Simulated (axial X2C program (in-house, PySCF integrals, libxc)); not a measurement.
**Nuclear properties of NTaN**

Computed with an axial X2C code built on PySCF integrals: two-component X2C with atomic mean-field Coulomb and Gaunt terms, Gaussian nuclei, basis N dyall-av3z, Ta dyall-v3z with contracted cores.

N–Ta–N held linear, with bonds 1.818 and 1.818 Å (near the PBE0 minimum at charge 0 of the determinant lowest at the starting distance; the state shown can have its own minimum elsewhere, held linear; other orders of the atoms were not compared).

Determinant lowest in the PBE0 search, Ω = 5/2 (⟨Sz⟩ = 1.50, ⟨Lz⟩ = 1.00 at PBE0), spin on the atoms N 0.57, Ta 0.35, N 0.57:

| level | A∥/gI N (MHz) | qzz N (a.u.) | A∥/gI Ta (MHz) | qzz Ta (a.u.) |
| --- | --- | --- | --- | --- |
| PBE0 | 85.9 | -0.34 | 3620 | -17.26 |
| HF | 154 | 0.24 | 2790 | -18.91 |
| B3LYP | 89.8 | -0.35 | 3690 | -17.66 |

A∥ (defined per Ω) follows by multiplying with gI = μI/(I μN); qzz is the electric field gradient, eQq0 = 234.96 MHz × Q/barn × qzz. The operators were transformed with the bare-nucleus X2C matrices; with these basis sets, hyperfine constants and field gradients can be off by tens of per cent, and where levels differ in sign neither size nor sign is settled.

Task: With gI(14N) = 0.4038, gI(181Ta) = 0.6773, Q(181Ta) = 3.17 barn (g factors from the IAEA table of nuclear moments by Stone; Q from Pyykkö, Mol. Phys. 2018), turn the PBE0 values of the first state into constants in MHz.

Result: A∥(14N) = 85.9 × 0.4038 = 34.7 MHz; A∥(181Ta) = 3620 × 0.6773 = 2450 MHz; eQq0(181Ta) = 234.96 × (3.17) × (-17.26) = -12900 MHz.

The molecule was held linear; bending was not examined, so a bent shape may lie lower.

Each state is one determinant with collinear spin, which with several unpaired electrons need not be a pure state. Unrestricted Hartree–Fock can overshoot spin polarisation at the nuclei. With several open shells hyperfine constants can be off by a factor of several. At HF a later determinant lies lower. States lie within half an eV, so the first need not be the ground state. Further determinants of the search, some of them spin-mixed, are not shown.
